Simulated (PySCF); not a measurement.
Two-dimensional NMR puzzle

Compound of formula C7H7BF2. Correlations simulated from computed shifts and the bond graph:

HSQC (one-bond C–H):
```
  δH     δC
8.78  167.9
8.67  164.1
8.41  155.0
8.27  143.8
8.00  153.9
6.49  120.9
```

COSY cross peaks (H two or three bonds apart, from the bond graph; peaks can be absent where the dihedral angle is near 90°):
```
  δH    δH
8.78  8.41
8.78  6.53
8.67  8.00
8.67  6.53
8.41  8.27
```

HMBC (two and three bonds, from the bond graph):
```
  δH                                 δC
8.78                164.1, 155.0, 143.8
8.67                167.9, 153.9, 149.7
8.41                167.9, 149.7, 143.8
8.27  167.9, 155.0, 153.9, 149.7, 120.9
8.00         164.1, 149.7, 143.8, 120.9
6.53         167.9, 164.1, 155.0, 153.9
6.49                153.9, 149.7, 143.8
```

Carbons without hydrogens: δ 149.7.

[PySCF 2.14.0 with density-fitted response routines: geometry from PBE0-D3(BJ)/def2-SVP; PBE0/pcSseg-1 with gauge-including orbitals; one computed conformer; no solvent model; relativity neglected; fast rotation and ring inversion assumed for equivalent nuclei]

Scale: 1H (σ = 31.27 ppm) and 13C (σ = 184.41 ppm) vs TMS (reference shieldings calculated alike).

Exchangeable hydrogens are left out of these lists.

**Question.** Work out the connectivity.

**Answer.** `C1=C(C(F)F)C=CBC=C1`.

Atom-mapped SMILES (the numbers label the heavy atoms): `[F:1][CH:2]([F:3])[C:4]1=[CH:5][CH:6]=[CH:7][BH:8][CH:9]=[CH:10]1` (H(Xn): hydrogen on atom n).

- δC 167.9 is C7, an alkene CH (δH 8.78).
- δC 164.1 is C9, an alkene CH (δH 8.67).
- δC 155.0 is C6, an alkene CH (δH 8.41).
- δC 153.9 is C10, an alkene CH (δH 8.00).
- δC 149.7 is C4, a fully substituted alkene carbon.
- δC 143.8 is C5, an alkene CH (δH 8.27).
- δC 120.9 is C2, an allylic sp3 CH bonded to 2 F (δH 6.49).
- HMBC from δH 8.67 reaches the proton-free carbon C4.
- HMBC from δH 8.41 reaches the proton-free carbon C4.
- HMBC from δH 8.27 reaches the proton-free carbon C4.
- HMBC from δH 8.00 reaches the proton-free carbon C4.
- COSY links 8.78–8.41, 8.78–6.53, 8.67–8.00, 8.67–6.53, 8.41–8.27.

The data come from this structure; uniqueness wasn't tested.

Hydrogens on boron are broadened and split by 11B (spin 3/2, 80 %) and 10B (spin 3). A carbon bonded to boron is broadened by the quadrupolar boron nucleus and is often missing from a measured spectrum. Shifts are as computed. Against solution values, carbons near 30 ppm lie about +2 ppm off and those near 130 ppm about +5 ppm. Of 1211 compounds with measured shifts, 218 miss one by over three times the rms of a fit or turn the order of signals round; such compounds aren't used in these exercises.
